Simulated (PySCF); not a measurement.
Computed Raman spectrum (relative Raman activity) of a molecule C4H9Cl. The structure is a stationary point at B3LYP-D3(BJ)/def2-SVP. Other conformers were not sampled. These are PySCF with B3LYP-D3(BJ)/def2-SVP values and carry that method's errors. Frequencies are harmonic and unscaled.

| ν (cm⁻¹) | relative intensity |
|---|---|
| 571 | 4.4 |
| 821 | 2.7 |
| 1042 | 2.0 |
| 1457 | 15 |
| 1469 | 4.1 |
| 3037 | 100 |
| 3114 | 12 |
| 3120 | 46 |
| 3139 | 50 |

Task: Identify the compound among the candidates.
(A) CC(C)(C)Cl
(B) CC(C)CCl
(C) CCCCCl
(D) CC[C@H](C)Cl

Result: A, CC(C)(C)Cl
